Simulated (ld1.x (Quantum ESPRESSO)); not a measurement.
## What one change does to a pseudopotential (titanium (Ti), TM)

ld1.x (Quantum ESPRESSO) 7.5 input, shortened:

```
&input
   title='Ti', zed=22., rel=1, dft='PBESOL', iswitch=3,
   config='[Ar] 3d2 4s2 4p0'
 /
 &inputp
   pseudotype=2, tm=.true., lloc=2,
   nlcc=.true., new_core_ps=.true., rcore=2.00
 /
3
4S  1  0   2.00   0.00  2.25  2.25  0.0
4P  2  1   0.00   0.00  2.70  2.70  0.0
3D  3  2   2.00   0.00  1.90  1.90  0.0
 &test
   configts(1)='3d2 4s2 4p0'
 /
```

All-electron outer shells of the reference configuration (PBEsol, scalar-relativistic, ld1.x):

```tsv
shell	level (eV)	outermost node (bohr)	outermost maximum (bohr)
3s	-62.45	0.40	0.87
3p	-38.77	0.37	0.90
4s	-4.48	1.24	2.92
3d	-4.27	–	0.98
4p	-1.45	1.39	3.80
```

Change: wave 4s (bound): rc 2.25 bohr becomes 4s (bound): rc 3.08 bohr.

Cutoffs: the cutoffs (Ry, on a coarse ladder) from which the occupation-weighted sum of valence levels, in a spherical-Bessel basis at the reference potential, stays within 10 and 1 mRy of its value at 400 Ry; they do not see the model core or the augmentation charge, which bear on the density cutoff. Errors are all-electron minus pseudo energies relative to the spin-unpolarised reference configuration.

Task: How do hardness, ghosts and transferability respond?

Result: The potential gets neither clearly harder nor softer (55 Ry and 70 Ry → 55 Ry and 70 Ry); both files keep a bound ghost (p, s); of the 7 tests that both files solve, the error grows in 5 and shrinks in 0 by more than 15 % and 0.3 meV (median size 6.6 → 11.4 meV). More of the atom is replaced by a form fitted at one configuration, so other configurations suffer.

| quantity | base | changed |
| --- | --- | --- |
| cutoff, loose | 55 Ry | 55 Ry |
| cutoff, tight | 70 Ry | 70 Ry |
| loose cutoff by channel (10 mRy a level) | s 8 Ry, d 50 Ry | s 6 Ry, d 50 Ry |
| bound ghosts | s, p | s, p |
| error for 3d2 4s1 4p0, meV [ΔE 7.36 eV] | -3.1 | -4.1 |
| error for 3d2 4s0 4p0, meV [ΔE 20.83 eV] | -35 | -43 |
| error for 3d1 4s0 4p0, meV [ΔE 47.73 eV] | -439 | -442 |
| error for 3d2 4s1.5 4p0, meV [ΔE 2.94 eV] | -0.6 | -0.8 |
| error for 3d2 4s0 4p2, meV [ΔE 6.31 eV] | -6.6 | -11 |
| error for 3d2 4s1 4p1, meV [ΔE 3.09 eV] | -1.3 | -2.4 |
| error for 3d2 4s0 4p1, meV [ΔE 11.14 eV] | -8.4 | -14 |

Changed file: These tests converged, but a pseudo level misses the all-electron one widely, so the file describes the atom poorly there or has found another state: 3d1 4s0 4p0: empty 4s by 4.6 eV (a node warning on the way). A true bound ghost makes a file unfit for plane-wave use even where its test errors are small: the radial tests pick states by their node count and pass the ghost by.
